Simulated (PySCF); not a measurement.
# `[C@@H]1(C(F)F)CC[NH2+]C1`, [C5H10F2N]+, charge +1

Cartesian coordinates in Å; atom numbers follow the order of the lines, from 1:
```xyz
18

F     1.200    0.533    1.647
C     1.838    0.156    0.499
F     2.532   -0.951    0.808
C     0.782   -0.165   -0.569
C    -0.142    1.045   -0.819
C    -1.503    0.649   -0.231
N    -1.195   -0.487    0.674
C    -0.157   -1.260   -0.050
H     2.538    0.953    0.218
H     1.311   -0.488   -1.465
H    -0.229    1.266   -1.879
H     0.251    1.934   -0.327
H    -2.178    0.296   -1.013
H    -1.983    1.463    0.310
H    -2.021   -1.044    0.912
H    -0.783   -0.124    1.546
H     0.349   -1.972    0.604
H    -0.620   -1.798   -0.878
```

Total charge +1.

Computed, not measured: GIAO HF/pcSseg-1 magnetisability, rotational g tensor and spin-rotation constants, non-relativistic, gas phase in PySCF 2.14.0. Geometry: GFN2-xTB.

For an ion the centre-of-mass motion in the field is neglected.

(1) Give the nuclear spin-rotation constants along the inertial axes (H = +C I·J) beside the isotropic shieldings.

(2) How do the rotational constants and the g tensor change when H9, H10, H11, H12, H13, H14, H15, H16, H17, H18 are replaced by deuterium?

Results:

(1) Rotational constants 3.5787, 1.5501, 1.5077 GHz. A star marks the isotopologue with that one atom substituted, in its own axes.
```csv
atom,isotope,Caa (kHz),Cbb (kHz),Ccc (kHz),mean (kHz),σ (ppm)
F1,19F,2.265,0.910,0.874,1.350,364.0
F3,19F,3.355,1.493,0.358,1.735,344.6
N7,14N,0.175,0.072,0.074,0.107,210.8
H9,1H,-0.297,0.027,-0.166,-0.145,26.0
H10,1H,-0.415,-0.200,0.016,-0.200,29.1
H11,1H,-0.361,-0.161,-0.043,-0.188,29.3
H12,1H,-0.376,-0.055,-0.153,-0.195,29.8
H13,1H,-0.155,-0.168,-0.119,-0.147,28.6
H14,1H,-0.354,-0.127,-0.059,-0.180,28.0
H15,1H,-0.303,-0.087,-0.170,-0.186,27.3
H16,1H,-0.307,-0.170,-0.061,-0.179,26.4
H17,1H,-0.176,-0.083,-0.167,-0.142,27.6
H18,1H,-0.288,-0.148,-0.086,-0.174,28.7
C2,13C*,0.916,0.409,0.389,0.572,85.2
C4,13C*,0.532,0.234,0.254,0.340,155.5
C5,13C*,0.440,0.190,0.218,0.283,172.4
C6,13C*,0.587,0.231,0.280,0.366,147.3
C8,13C*,0.625,0.269,0.236,0.377,146.4
```
For the geometry as given, no vibrational averaging.

(2) Constants 2.9327, 1.3832, 1.3250 GHz; g 0.0121, 0.0046, 0.0091, against 0.0150, 0.0065, 0.0103 before.
